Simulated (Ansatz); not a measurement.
CH3BCl2O⁺, that is BCl2(OMe) with one electron fewer. The state is a doublet with charge 1. Geometry B3LYP-D4/def2-SVP, that of the neutral singlet; atoms count from 1.

```xyz
8

B     0.712   -0.621    0.906
Cl    2.216    0.154    0.362
Cl    0.774   -1.757    2.255
O    -0.468   -0.380    0.338
C    -0.742    0.486   -0.752
H    -1.546    1.175   -0.453
H    -1.093   -0.117   -1.603
H     0.146    1.060   -1.052
```

(1) Estimate the Mulliken populations from the PBE0/def2-TZVP orbitals of Ansatz.

(2) Where does the spin sit?

(3) And the Mayer bond orders between heavy atoms (over 0.3)?

Answers

(1) 
| atom | charge (e) | spin (α − β) |
| --- | --- | --- |
| B1 | 0.24 | -0.08 |
| Cl2 | 0.19 | 0.34 |
| Cl3 | 0.27 | 0.43 |
| O4 | -0.08 | 0.21 |
| C5 | -0.21 | 0.03 |
| H6 | 0.21 | 0.02 |
| H7 | 0.22 | 0.05 |
| H8 | 0.16 | 0.00 |
Mulliken values depend strongly on the basis.

(2) Summed by element: B -0.08, Cl 0.77, O 0.21, C 0.03, H 0.07, of 1 unpaired in all. Largest on single atoms: Cl3 0.43, Cl2 0.34, O4 0.21.

(3) B1–Cl2 1.21 (1.78 Å); B1–Cl3 1.22 (1.76 Å); B1–O4 1.41 (1.33 Å); O4–C5 0.88 (1.42 Å).
